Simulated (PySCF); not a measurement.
A geometry optimisation on `C1=C\C=C/C=C\C=C/1`.

Method: PBE/def2-SV(P) geometry optimisation, gas phase (PySCF 2.14.0). Start geometry: GFN2-xTB. The input is one job of a driver script: a line of settings, then coordinates in Å.

Input:
```
{"job": {"xc": "PBE", "basis": "def2-SV(P)", "grid": 1, "kind": "geom"}, "charge": 0, "multiplicity": 1}
C     -1.472991    -0.713370     0.494795
C     -0.499331    -1.600398     0.331434
C      0.628399    -1.472199    -0.596541
C      1.522592    -0.491266    -0.600959
C      1.549704     0.647387     0.321942
C      0.576038     1.533965     0.487979
C     -0.705993     1.540747    -0.222979
C     -1.600087     0.559796    -0.220529
H     -2.299520    -0.942743     1.158601
H     -0.541896    -2.544748     0.863207
H      0.743986    -2.304371    -1.282514
H      2.359185    -0.534161    -1.289790
H      2.488269     0.780053     0.848851
H      0.729729     2.379178     1.149993
H     -0.935708     2.471570    -0.729905
H     -2.549974     0.699504    -0.724994
```

Output:
```
step   0  E = -308.92530022  max force = 0.019033
step   1  E = -308.93350447  max force = 0.002063
step   2  E = -308.93368045  max force = 0.000498
step   3  E = -308.93375195  max force = 0.000608
step   4  E = -308.93376029  max force = 0.000352
optimisation converged
```

Energies in Eh; «max force» is the largest Cartesian gradient component in Eh/bohr.

Problem. How much energy does the optimisation release, in kcal/mol?

Solution. E(step 0) − E(last step) = 0.008460 Eh, which is 5.3 kcal/mol.

Problem. Give the first gradient maximum in eV/Å.

Solution. With 1 Eh/bohr = 51.422 eV/Å, 0.979 eV/Å.

Summary of the converged run: final energy -308.93376 Eh after 4 steps; dipole 0.00 D.

Hardware: one thread, Arm Neoverse V1 (aarch64) (shared host). Cost: 47 s, 0.51 GiB resident at most.
Labels such as C1 count atoms from 1, the log's own numbers from 0.
